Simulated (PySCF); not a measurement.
A GIAO shielding run with PySCF (density fitting, non-relativistic, gas phase) on SMILES B1CCC[C@@H]1n1cccc1, C₈H₁₂BN:

```
$ OMP_NUM_THREADS=1 python probes_run.py task.json out

{"job": {"kind": "nmr", "xc": "KT2", "basis": "pcSseg-1", "pop": false}, "charge": 0, "multiplicity": 1}
B     -1.493080    -0.553609    -1.399613
C     -2.457613     0.350838    -0.569533
C     -1.839297     0.414886     0.834763
C     -1.111733    -0.922245     1.005151
C     -0.487392    -1.250498    -0.365132
N      0.836088    -0.679094    -0.545656
C      1.100987     0.590889    -0.991189
C      2.467336     0.781853    -0.985392
C      3.050127    -0.424281    -0.515103
C      2.018025    -1.301686    -0.251932
H     -1.510310    -0.750194    -2.590175
H     -2.769880     1.310597    -1.008319
H     -3.383532    -0.270308    -0.551271
H     -1.109530     1.240799     0.876798
H     -2.570760     0.602601     1.636194
H     -0.364990    -0.916946     1.814209
H     -1.846525    -1.710267     1.246854
H     -0.393948    -2.335327    -0.530357
H      0.294461     1.267558    -1.273701
H      2.987398     1.687499    -1.290365
H      4.110684    -0.630493    -0.384591
H      2.028285    -2.324792     0.118584
```

Hardware: 1 thread of an Arm Neoverse V2, shared host. The job also computes ring-centre shieldings.

(1) How large is the calculation?

(2) How long does it take, and how much memory does it need?

(3) And these other runs on the same molecule and hardware: GIAO shielding at PBE0/pcSseg-1?

## Answers

(1) 72 electrons, 230 basis functions and 1176 auxiliary functions.

(2) 60 s of wall time, with 16 SCF cycles; peak memory 1.2 GiB. Times on a shared host scatter by some tens of per cent.

(3) PBE0/pcSseg-1: 230 functions, 60 s.
